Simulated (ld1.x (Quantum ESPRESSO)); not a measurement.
## What one change does to a pseudopotential (Ta, ultrasoft)

| Quantity | Value |
| --- | --- |
| Element | tantalum |
| Generator | ld1.x (Quantum ESPRESSO) 7.5 |
| Type | ultrasoft |
| Functional | Wu–Cohen |
| Relativity | scalar-relativistic |
| Frozen core | [Xe] 4f14 |
| Valence charge | 5 |
| Reference configuration | 5d3 6s1 6p1 |
| Partial waves | 6s (bound): rcut 1.95, rcutus 2.65 bohr; 6s channel at 2.1 Ry: rcut 1.95, rcutus 2.65 bohr; 6p (bound): rcut 3.00, rcutus 3.90 bohr; 6p channel at 0.4 Ry: rcut 3.00, rcutus 3.90 bohr; 5d (bound): rcut 1.65, rcutus 1.95 bohr; 5d channel at 1.05 Ry: rcut 1.65, rcutus 1.95 bohr |
| Local potential | all-electron potential smoothed inside 2.50 bohr (lloc = -2) |
| Core correction | Bessel-smoothed model core inside 1.05 bohr |
| Augmentation charge | PSQ, radius 1.80 bohr |

Change: fully relativistic.

Cutoffs: the cutoffs (Ry, on a coarse ladder) from which the occupation-weighted sum of valence levels, in a spherical-Bessel basis at the reference potential, stays within 10 and 1 mRy of its value at 400 Ry; they do not see the model core or the augmentation charge, which bear on the density cutoff. Errors are all-electron minus pseudo energies relative to the spin-unpolarised reference configuration.

What does the change do?

The potential gets neither clearly harder nor softer (25 Ry and 30 Ry → 25 Ry and 30 Ry); of the 7 tests that both files solve, the error grows in 1 and shrinks in 3 by more than 15 % and 0.3 meV (median size 11.1 → 8.3 meV); neither file shows a bound ghost.

```tsv
quantity	base	changed
cutoff, loose	25 Ry	25 Ry
cutoff, tight	30 Ry	30 Ry
bound ghosts	none	none
error for 5d3 6s2 6p0, meV [ΔE -4.26 → -4.22 eV]	-2.9	-4.2
error for 5d3 6s1 6p0, meV [ΔE 4.26 → 4.30 eV]	-2.8	-0.9
error for 5d3 6s0 6p0, meV [ΔE 19.23 → 19.27 eV]	-31	-25
error for 5d1 6s0 6p0, meV [ΔE 77.88 → 77.89 eV]	-1163	-1155
error for 5d3 6s0 6p1, meV [ΔE 9.43 → 9.42 eV]	-11	-8.3
error for 5d3 6s1.5 6p0, meV [ΔE -0.77 → -0.74 eV]	-1.9	-1.6
error for 5d2 6s2 6p1, meV [ΔE -1.21 eV]	-35	-39
s: phases at 4.22 bohr within 0.05 rad from the reference energy up to (Ry; the scan ends near 5)	4.4	4.4
lowest overlap eigenvalue by channel	s 0.65, p 0.54, d 0.96	s 0.65, p1/2 0.55, p3/2 0.54, d3/2 0.97, d5/2 0.96
```
